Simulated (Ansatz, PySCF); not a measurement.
Te(OMe)(SMe) (C2H6OSTe), SMILES CO[Te]SC. Atoms are numbered in the order given.

```xyz
11

Te     0.1651    -0.0743     0.7676
O     -1.7298    -0.5925     0.3790
C     -2.6157     0.4431     0.0441
H     -2.3153     0.9658    -0.8829
H     -3.6016    -0.0191    -0.1281
H     -2.7186     1.1969     0.8471
S      0.8569     0.6199    -1.3993
C      1.2165    -0.9416    -2.2604
H      2.0322    -1.4888    -1.7696
H      1.5255    -0.6651    -3.2797
H      0.3171    -1.5684    -2.3138
```

Geometry optimised at PBE0-D3(BJ)/def2-SVP. This is a generated structure with no PubChem entry under its InChIKey; it may be hypothetical. The def2 effective core potentials stand for the cores of Te; spin–orbit coupling is left out. The values are those of a single conformer.

Two levels are set side by side: PBE-D3(BJ)/def2-SVP (Ansatz, an electronic-structure program) and PBE0-D3(BJ)/def2-SVP (Ansatz). Each level has its own optimised geometry; the coordinates shown are those of the second. Frequencies come from the Hessian of PySCF at each geometry. Differences are taken from unrounded values.

| quantity | PBE0-D3(BJ) |
|---|---|
| mean bond length (Å) | 1.421 |
| bond Te1–O2 (Å) | 2.003 |
| bond Te1–S7 (Å) | 2.378 |
| bond O2–C3 (Å) | 1.403 |
| bond S7–C8 (Å) | 1.819 |
| bond C3–H4 (Å) | 1.106 |
| bond C3–H5 (Å) | 1.102 |
| bond C3–H6 (Å) | 1.106 |
| bond C8–H9 (Å) | 1.098 |
| bond C8–H10 (Å) | 1.100 |
| bond C8–H11 (Å) | 1.098 |
| highest harmonic wavenumber (cm⁻¹) | 3200 |
| mean harmonic wavenumber (cm⁻¹) | 1311 |
| zero-point energy (kcal/mol) | 50.61 |

What does PBE-D3(BJ) give, and how far is it from PBE0-D3(BJ)? (Estimate from the structure and the level; the computed values follow.)


```tsv
quantity	PBE-D3(BJ)	PBE-D3(BJ) minus PBE0-D3(BJ)
mean bond length (Å)	1.436	0.015
bond Te1–O2 (Å)	2.042	0.039
bond Te1–S7 (Å)	2.403	0.025
bond O2–C3 (Å)	1.418	0.014
bond S7–C8 (Å)	1.836	0.017
bond C3–H4 (Å)	1.115	0.009
bond C3–H5 (Å)	1.112	0.009
bond C3–H6 (Å)	1.115	0.009
bond C8–H9 (Å)	1.106	0.008
bond C8–H10 (Å)	1.109	0.008
bond C8–H11 (Å)	1.106	0.008
highest harmonic wavenumber (cm⁻¹)	3108	-92
mean harmonic wavenumber (cm⁻¹)	1263	-49
zero-point energy (kcal/mol)	48.73	-1.88
```

Exact exchange shortens and stiffens bonds; PBE has none. Differences between two approximate levels are no errors against the true value.
